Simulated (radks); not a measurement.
The numbers below are computed, except where a source is named.
Ar4+, configuration [Ne] 3s2 3p2.

Level of theory: scalar-relativistic Kohn-Sham, exchange-only r2SCAN, spin-polarised, spherical densities, finite nucleus; open shells are filled with parallel spins first; meta-GGA in the generalised Kohn-Sham scheme; Fermi nuclear charge, rms radius 3.4274 fm (a radial shooting solver on a logarithmic mesh with Libxc functionals).

Energy parts (eV):
total: -14247.288
kinetic: 14339.321
electron-nucleus: -33098.766
Hartree: 5288.597
exchange: -776.440

Orbitals (lengths in bohr, moments of r in powers of bohr; r(90%) holds 90 % of the orbital's charge):
orbital  occ.  eigenvalue (eV)  r(90%)     <r^2>  <1/r>      <r>
1s up       1        -3206.756   0.153  0.009891  17.69  0.08573
1s down     1        -3205.943   0.153  0.009886  17.70  0.08571
2s up       1        -370.1731   0.641    0.2007  3.582   0.4113
2s down     1        -369.6447   0.640    0.2002  3.579   0.4110
2p up       3        -300.9680   0.619    0.1741  3.468   0.3744
2p down     3        -299.9834   0.618    0.1736  3.466   0.3743
3s up       1         -83.8667    1.85     1.801  1.102    1.257
3s down     1         -78.2047    1.87     1.837  1.094    1.268
3p up       2         -66.6207    2.00     2.053  1.013    1.335
3p down     0         -61.2660    2.03     2.108  1.002    1.351

The highest occupied level is 3p up at -66.621 eV. Summed over all electrons, <r^2> = 9.207 bohr^2, which gives a Langevin (diamagnetic) susceptibility term of -7.29 x 10^-6 cm^3/mol. Spin moment in Bohr magnetons: 2. For comparison, the ionisation energy in NIST's Atomic Spectra Database is 74.8 eV (semi-empirical). In exact Kohn-Sham theory the highest level is minus the ionisation energy, but local and semilocal functionals leave it too shallow, through self-interaction and a potential that decays too fast; potentials with the right tail come closer. The density falls to 0.001 e/bohr^3 at r = 2.78 bohr. The spin density at the nucleus is 0.0785 e/bohr^3 (1s -0.6644, 2s 0.4056, 3s 0.3373). The electron density at the nucleus is 4360 e/bohr^3 (large components only).

Run on one thread of a shared host, so times are rough (Arm Neoverse N1): 0.13 s of CPU time, 0.13 s wall, 14 iterations on 2189 mesh points.
